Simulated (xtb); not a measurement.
The molecule AuF, closed-shell singlet (lowest of 2S+1 = 1, 3 at CCSD(T)/def2-TZVPP on PBE0 minima; our sources give no spin for the ground state, which may be another). No spin–orbit coupling.

The constants come from a fifth-degree fit in 1/R (seven points, main isotopes). Runs in def2 and cc sets follow the lowest solution found near the PBE0 minimum. The singlet is held restricted.

The values were computed with xtb for the GFN methods. 

Energies at GFN1-xTB:

| R (Å) | E (hartree) |
|---|---|
| 1.797795 | -9.04272443 |
| 1.846123 | -9.04491529 |
| 1.890584 | -9.04545460 |
| 1.940845 | -9.04472370 |
| 1.991106 | -9.04287971 |
| 2.049100 | -9.03970256 |
| 2.116758 | -9.03496650 |

Task: With a reduced mass of 17.3271 u, find the minimum, the force constant and the constants.

Result: A fifth-degree polynomial in 1/R puts the minimum at r_e = 1.8880 Å with force constant 250 N/m. Then ω_e = (1/2πc)√(k/μ) = 495 cm⁻¹ and B_e = h/(8π²cμr_e²) = 0.2729 cm⁻¹; the cubic and quartic terms give α_e = 0.0020 and ω_e x_e = 2.2 cm⁻¹.
